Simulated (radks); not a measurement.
Species: Cd4+. Configuration: [Kr] 4d8. All-electron calculation, Dirac Kohn-Sham, PBE, spin-unpolarised, spherical densities, finite nucleus; open shells fill j = l - 1/2 first; Fermi nuclear charge, rms radius 4.6087 fm. Program: a radial shooting solver on a logarithmic mesh with Libxc functionals.

Normalised radial functions P(r) = r R(r) (large component), r in bohr:

r	3d5/2	4d5/2
0.001046	0.0000	0.0000
0.001598	0.0000	0.0000
0.002442	0.0000	0.0000
0.003731	0.0002	0.0001
0.005701	0.0005	0.0002
0.008711	0.0018	0.0007
0.01321	0.0059	0.0022
0.02018	0.0187	0.0070
0.03083	0.0565	0.0212
0.04712	0.1574	0.0589
0.072	0.3918	0.1453
0.11	0.8296	0.3014
0.1681	1.4032	0.4803
0.2569	1.7513	0.4885
0.3925	1.4543	0.0880
0.5998	0.6998	-0.6045
0.9093	0.1666	-1.0041
1.389	0.0138	-0.7925
2.123	0.0003	-0.3312
3.244	0.0000	-0.0612
4.957	0.0000	-0.0032
7.575	0.0000	0.0000

3d5/2: eigenvalue -445.50 eV, 0 radial nodes, <r> = 0.336 bohr, 90 % of the charge inside 0.531 bohr. 4d5/2: eigenvalue -62.125 eV, 1 radial node at r = 0.416 bohr, <r> = 1.16 bohr, 90 % of the charge inside 1.78 bohr.
